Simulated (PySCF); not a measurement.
## Working out the ionisation energy of In

In [Kr] 4d10 5s2 5p1 (2P) → In+ [Kr] 4d10 5s2 (1S). Computed with PySCF 2.14 in aug-cc-pVTZ-DK3, with the spin-free X2C one-electron Hamiltonian (Gaussian nucleus). Frozen: [Kr] 4d10. Energies in hartree (1 hartree = 27.21139 eV):

```json
{"part": "UHF", "In (lower)": "-5878.031821", "In+ (upper)": "-5877.840209"}
{"part": "MP2 opposite-spin", "In (lower)": "-0.027805", "In+ (upper)": "-0.023199"}
{"part": "MP2 same-spin", "In (lower)": "-0.002271", "In+ (upper)": "0.000000"}
```

Problem. What does Hartree-Fock give?

Solution. (-5877.840209) − (-5878.031821) = 0.191612 hartree = 5.214 eV.

Problem. What do MP2 and SCS-MP2 (6/5 opposite-spin, 1/3 same-spin) give?

Solution. The opposite-spin parts differ by 0.125 eV and the same-spin parts by 0.062 eV. MP2: 5.214 + (0.125) + (0.062) = 5.401 eV. SCS-MP2: 5.214 + 1.2 × (0.125) + (0.062)/3 = 5.385 eV.

Measured between the centres of the two terms (NIST): 5.603 eV, so MP2 (valence) is off by -0.202 eV.

What remains against the reference includes basis incompleteness, the frozen core and correlation beyond second order.
